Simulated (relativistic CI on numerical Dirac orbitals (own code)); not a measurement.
Se6+: sensitivity of the levels to the model

Base calculation: Dirac-Coulomb-Breit CI, separate exchange-only KLI orbitals for each configuration, model QED, unscaled Slater integrals.

Configuration list (outside the closed core [Ar]): 3d10, 3d9.4s, 3d9.4p, 3d9.4d, 3d9.5s, 3d9.5p, 3d9.4f, 3d8.4s2, 3d9.5d, 3d9.6s, 3d9.6p, 3d9.5f, 3d9.5g, 3d9.6d, 3d8.4s.4p, 3d9.6f, 3d8.4p2, 3d8.4s.4d, 3d8.4p.4d. Levels of other configurations are missing.

Variants: (1) valence Slater integrals scaled by 0.9; (2) only the first 3 configurations. Shifts of the energy above 3d10 1S_0, in cm⁻¹, for the lowest level and the first level of each name with at least 55 % of one term (blank where a level changes its place among those of its configuration and J or its character, or is not in the variant):

| Level | Base | Δ(1) | Δ(2) | Measured |
| --- | --- | --- | --- | --- |
| 3d10 1S_0 | 0 | 0 | 0 | 0 |
| 3d9.4s 3D_3 | 431995 | +161 | +266 |  |
| 3d9.4s 3D_2 | 434429 | +9 | +324 |  |
| 3d9.4s 3D_1 | 438934 | +144 | +284 |  |
| 3d9.4s 1D_2 | 442753 | -375 | +498 |  |
| 3d9.4p 3P°_2 | 549368 | +782 | +13 |  |
| 3d9.4p 3F°_3 | 554374 | +139 | +168 |  |
| 3d9.4p 3P°_1 | 556125 | +766 | +28 | 565700 |
| 3d9.4p 3F°_4 | 558555 | +293 | +36 |  |
| 3d9.4p 3F°_2 | 559149 | +271 | +52 |  |
| 3d9.4p 3P°_0 | 560122 | +823 | +23 |  |
| 3d9.4p 1D°_2 | 566261 | -611 | +275 |  |
| 3d9.4p 3D°_3 | 569063 |  | +283 |  |
| 3d9.4p 1P°_1 | 569897 | -833 | +675 |  |

At this charge configurations can still be misplaced by up to about 7 % of their energy. 6 of the 9 excited levels that our extract of the measured tables holds in this range could be paired (the sources list more); they are missed by 10265 cm⁻¹ on average and 21678 at most, and levels without a partner can miss by more.

Measured levels: Moore, Atomic Energy Levels, vol. II, NSRDS-NBS 35 (1971 reprint of NBS Circular 467, 1952).

Ionisation energy from the two ground configurations alone: base 153.207 eV. The NIST ASD value (measured) is 155.327 eV.

LS names give the leading component of a level, which can be under half, so a name can repeat, a term be missing and a line seem to break the LS rules.
